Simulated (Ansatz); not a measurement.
Ansatz (a first-principles code) input (CCSD(T)/def2-SVPD):

Ansatz 0.2 input:
```yaml
crystal:
  periodic: [false, false, false]
  atoms:
    - {symbol: Cr, position_ang: [-0.00000000, -0.00000000, -0.00000000]}
    - {symbol: F, position_ang: [1.56788760, -0.31771097, -0.60098805]}
    - {symbol: F, position_ang: [0.11457473, 0.63957800, 1.58057301]}
    - {symbol: F, position_ang: [-0.78154061, 1.12981532, -1.01642022]}
    - {symbol: F, position_ang: [-0.90092172, -1.45168235, 0.03683526]}
basis:
  gaussian:
    orbitals: def2-SVPD
magnetization: {spin_polarized: true, initial_magnetization: 2}
correlation: {method: ccsd_t, electrons: outside_noble_gas}
output: {forces: true}
```

End of the output:

```
mean field evaluation 896: about -39202.6363 eV, gradient 5.9e-4 eV
mean field evaluation 928: about -39200.8438 eV, gradient 2.8e-4 eV
mean field evaluation 960: about -39194.4509 eV, gradient 2.3e1 eV
mean field evaluation 992: about -39199.6864 eV, gradient 3.9e0 eV
mean field evaluation 1024: about -39202.6308 eV, gradient 3.0e-1 eV
mean field evaluation 1056: about -39200.8438 eV, gradient 2.1e-3 eV
mean field evaluation 1088: about -39201.1165 eV, gradient 2.6e-4 eV
mean field evaluation 1120: about -39199.1513 eV, gradient 1.1e0 eV
mean field evaluation 1152: about -39199.3404 eV, gradient 2.7e-2 eV
mean field -39202.63626789 eV, -1440.6703103436 hartree, gradient 2.8e-6 eV, S^2 2.033300; 12 other end points of the search recorded, 0 dependent functions left out
determinant -39202.63626789 eV, -1440.6703103436 hartree, with singles and doubles -39229.00460939 eV, -1441.6393290206 hartree
determinant -39201.11652367 eV, -1440.6144607739 hartree, with singles and doubles -39227.51666423 eV, -1441.5846480448 hartree
determinant -39200.84384444 eV, -1440.6044399969 hartree, with singles and doubles -39227.32958541 eV, -1441.5777730249 hartree
determinant -39200.48345299 eV, -1440.5911958553 hartree, with singles and doubles -39226.97938828 eV, -1441.5649035175 hartree
determinant -39199.86710320 eV, -1440.5685454182 hartree, with singles and doubles -39226.59213373 eV, -1441.5506721756 hartree
determinant -39199.34043351 eV, -1440.5491906641 hartree, with singles and doubles -39225.84714763 eV, -1441.5232944411 hartree
13 core orbitals not correlated
reference -39202.63626789 eV, -1440.6703103436 hartree; 18, 16 occupied and 95, 97 virtual orbitals, 1261 factors
densities: 3.16 GiB planned
second order -26.85352543 eV of doubles, -0.00000000 eV of singles
coupled cluster: 1.91 GiB planned
cycle   1  -26.32131076 eV  change   -6.2e-1 eV  update   4.5e-2
cycle   2  -26.42510955 eV  change   -1.0e-1 eV  update   1.1e-2
cycle   3  -26.40987176 eV  change    1.5e-2 eV  update   7.1e-3
cycle   4  -26.42541263 eV  change   -1.6e-2 eV  update   2.8e-3
cycle   5  -26.42479354 eV  change    6.2e-4 eV  update   1.4e-3
cycle   6  -26.42637783 eV  change   -1.6e-3 eV  update   7.2e-4
cycle   7  -26.42675542 eV  change   -3.8e-4 eV  update   3.8e-4
cycle   8  -26.42669663 eV  change    5.9e-5 eV  update   1.4e-4
cycle   9  -26.42670022 eV  change   -3.6e-6 eV  update   5.8e-5
cycle  10  -26.42670610 eV  change   -5.9e-6 eV  update   2.4e-5
cycle  11  -26.42669820 eV  change    7.9e-6 eV  update   1.1e-5
cycle  12  -26.42670298 eV  change   -4.8e-6 eV  update   4.8e-6
cycle  13  -26.42670363 eV  change   -6.4e-7 eV  update   3.1e-6
cycle  14  -26.42670459 eV  change   -9.6e-7 eV  update   1.3e-6
cycle  15  -26.42670459 eV  change  -7.5e-12 eV  update   7.0e-7
perturbative correction -1.23023544 eV, -0.0452103184 hartree
the calculation of the forces begins
Total energy: -39230.29320792 eV, -1441.6866841431 hartree
Atom 0 at    -0.000000    -0.000000    -0.000000 Å, force     0.000003     0.000000     0.000002 eV/Å
Atom 1 at     1.567888    -0.317711    -0.600988 Å, force     0.183897    -0.037264    -0.070490 eV/Å
Atom 2 at     0.114575     0.639578     1.580573 Å, force     0.013438     0.075016     0.185385 eV/Å
Atom 3 at    -0.781541     1.129815    -1.016420 Å, force    -0.091668     0.132516    -0.119217 eV/Å
Atom 4 at    -0.900922    -1.451682     0.036835 Å, force    -0.105670    -0.170268     0.004320 eV/Å
Dipole moment:     0.000000     0.000000     0.000000 e Å
```

The spin state was set by rule; other spins were not relaxed.
